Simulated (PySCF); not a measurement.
Polarisability and C₆ of Pr⁴⁴⁺ (praseodymium, charge +44)

[Ne] 3s2 3p3, high-spin 4S determinant. All numbers are calculated (PySCF 2.14, the non-relativistic Hamiltonian (point nucleus), in an even-tempered Gaussian basis (16 s from 9.2 bohr⁻², ratio 2.5; 10 p from 12 bohr⁻², ratio 2.5; 4 d from 48 bohr⁻², ratio 2.7; 4 f from 71 bohr⁻², ratio 2.7)). Coupled (time-dependent) response in atomic units; α is the mean over directions.

```
method  mean α (bohr³)  C₆ (like pair)      S(−4)
   UHF         0.01118       0.0005375  0.0005682
  PBE0         0.01061       0.0005049  0.0005072
```

S(−4) is the Cauchy moment in α(ω) = α(0) + S(−4) ω² + …

α(iu) at UHF:

```
u (hartree)  α(iu) (bohr³)
          0        0.01118
      0.600        0.01098
       1.20        0.01043
       2.40       0.008772
       3.60       0.007092
       4.80       0.005759
       6.00       0.004776
       9.00       0.003295
       12.0       0.002501
       18.0       0.001670
       30.0      0.0009984
```

A single London oscillator, α(iu) = α/(1 + u²/ω²), gives C₆ = (3/4) ω α². Matching the computed C₆ needs ω = 4 × 0.0005375 / (3 × 0.01118²) = 5.73 hartree.

For an ion, C₆ is the dispersion term alone; charge-induced terms of lower order in 1/R come first.

A non-relativistic calculation at this Z misses sizeable relativistic shifts. Spin-orbit coupling, which splits the p, d and f shells strongly at this Z, is absent. Spin-orbit coupling is strong in this species (close to jj coupling), so the high-spin LS determinant is a model state, not a physical level.
